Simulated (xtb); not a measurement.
B(H)(Cl)(OEt) (C2H6BClO), SMILES B(OCC)Cl. All values are semi-empirical tight-binding results from xtb (GFN2-xTB unless named), good for trends rather than for accurate numbers. Geometry optimised at GFN2-xTB. This is a generated structure with no PubChem entry under its InChIKey; it may be hypothetical. One conformer was computed; it need not be the lowest.

Computed properties:
```
Property                                        Result
---------------------------------------  -------------
orbital gap                                    5.37 eV
dipole moment                                   4.16 D
zero-point energy                        51.8 kcal/mol
G − E(el) at 298.15 K (modified RRHO)    32.5 kcal/mol
static polarisability (D4 model)            57.2 bohr³
solvation energy, GFN2-xTB/ALPB(water)   -2.6 kcal/mol
solvation energy, GFN2-xTB/ALPB(ch2cl2)  -6.0 kcal/mol
```
